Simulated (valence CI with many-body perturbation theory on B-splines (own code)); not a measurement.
# Ir⁴⁶⁺: fill in the table

Level of theory: configuration interaction combined with many-body perturbation theory (CI+MBPT): three valence electrons over a frozen Dirac-Fock core [Ar] 3d10, radial functions for each j: 11 s, 11 p, 9 d, 7 f, 5 g, 2 h, 1 i, with the one-electron correlation potential Σ1 (screened to all orders), the two-electron term Σ2, the three-electron term Σ3, Breit, model QED; selected single and double excitations, second order for the rest (own B-spline code, finite nucleus).

No measured spectrum was set against this ion. As an estimate, large intervals hold to a few tenths of a per cent, small ones and those within an open d or f shell to about a per cent.

| Level | E (eV) |
| --- | --- |
| (4s^2 4p1/2) J=1/2 | 0.00 |
| (4s 4p1/2^2) J=1/2 | 104.57 |
| (4s^2 4p3/2) J=3/2 | ? |
| (4s 4p1/2 4p3/2) J=3/2 [a] | 211.81 |
| (4s 4p1/2 4p3/2) J=5/2 | 220.77 |
| (4s 4p1/2 4p3/2) J=3/2 [b] | ? |
| (4s 4p1/2 4p3/2) J=1/2 | 235.79 |
| (4s^2 4d3/2) J=3/2 | 293.15 |
| (4s^2 4d5/2) J=5/2 | 315.26 |
| (4p1/2^2 4p3/2) J=3/2 | 337.96 |
| (4s 4p3/2^2) J=5/2 | 341.77 |
| (4s 4p3/2^2) J=1/2 | ? |
| (4s 4p3/2^2) J=3/2 | 360.83 |
| (4s 4p1/2 4d3/2) J=3/2 [a] | ? |
| (4s 4p1/2 4d3/2) J=5/2 | 383.19 |
| (4s 4p1/2 4d3/2) J=1/2 | ? |
| (4s 4p1/2 4d3/2) J=3/2 [b] | 398.41 |
| (4s 4p1/2 4d5/2) J=5/2 [a] | 409.67 |
| (4s 4p1/2 4d5/2) J=7/2 | ? |
| (4s 4p1/2 4d5/2) J=5/2 [b] | 421.38 |

Levels are named by their leading jj configuration (3d3/2^4 stands for four electrons in 3d with j = 3/2), which in mixed levels can hold well under half, so a name can repeat and another be missing. Letters in brackets count levels of one name in rising energy.

(1) The levels stand in rising order. What does the calculation give for the missing energies?

## Answers

(1) (4s^2 4p3/2) J=3/2 121.43; (4s 4p1/2 4p3/2) J=3/2 [b] 233.35; (4s 4p3/2^2) J=1/2 357.13; (4s 4p1/2 4d3/2) J=3/2 [a] 375.47; (4s 4p1/2 4d3/2) J=1/2 397.01; (4s 4p1/2 4d5/2) J=7/2 415.42.
